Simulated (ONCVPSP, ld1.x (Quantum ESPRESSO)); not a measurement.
# Potentials for oxygen compared

Generated with ld1.x 7.5 (TM, RRKJ, ultrasoft, PAW), atompaw 4.2 or ONCVPSP 4.0.1. The cutoff is in Ry: for ld1.x and atompaw files where the sum of valence levels is converged to 10 mRy in a Bessel basis, for ONCV files where the hardest occupied wave has 1 mHa per electron of residual kinetic energy. The error is the largest all-electron minus pseudo excitation energy over each file’s own four to seven test configurations (ionisations up to +4, promotions, holes and added fractions of an electron), all of which were solved. The labels leave out finer settings (local radius, basis sizes, second energies), which also bear on the numbers. Spin-polarised tests are not counted. The rows are a selection from randomly drawn settings: files with unsolved tests, undetermined cutoffs or missed reference levels are left out.

| potential | cutoff (Ry) | largest error (meV) | bound ghosts |
| --- | --- | --- | --- |
| ONCV, PBE, non-relativistic, rc 0.60/1.80/1.90 (spd), local smoothed, core correction yes, reference 2s2 2p4, qcut 11.1/8.3/5.1, projectors 1/2/2 | 444 | +1314 | none |
| ONCV, LDA (Perdew-Zunger), scalar-relativistic, rc 0.80/1.35 (sp), local smoothed, core correction yes, reference 2s2 2p4, qcut 9.2/9.3, projectors 2/2 | 79 | +1562 | none |
| ONCV, PBE, scalar-relativistic, rc 0.75/2.05 (sp), local s, core correction yes, reference 2s2 2p3, qcut 10.5/7.5, projectors 0/2 | 86 | +1483 | none |
| RRKJ, LDA (PZ), scalar-relativistic, rc 0.75/1.05 (sp), local s, core correction yes, reference 2s2 2p3 | 110 | +120 | none |
| TM, PBE, scalar-relativistic, rc 0.75/1.50 (sp), local p, core correction yes, reference 2s2 2p3 | 90 | +1719 | none |
| ONCV, PBE, scalar-relativistic, rc 0.85/1.35 (sp), local smoothed, core correction no, reference 2s1.75 2p4.25, qcut 9.9/10.9, projectors 2/2 | 80 | +1456 | none |
| ONCV, PBE, non-relativistic, rc 0.85/1.65/1.60 (spd), local smoothed, core correction yes, reference 2s2 2p4, qcut 9.8/10.5/7.1, projectors 1/2/2 | 76 | +2133 | none |

Task: Fill in the row for O: RRKJ, PW91, scalar-relativistic, rc 0.65/1.70/1.50 (spd), local p, core correction yes, reference 2s1.75 2p4.25.

Result: cutoff 300 Ry, largest error +1085 meV, bound ghosts: none.

Task: Fill in the row for O: ONCV, PBEsol, scalar-relativistic, rc 0.65/1.90/2.10 (spd), local smoothed, core correction yes, reference 2s2 2p3.5, qcut 8.7/8.8/4.4, projectors 1/2/1.

Result: cutoff 83 Ry, largest error +271 meV, bound ghosts: none.
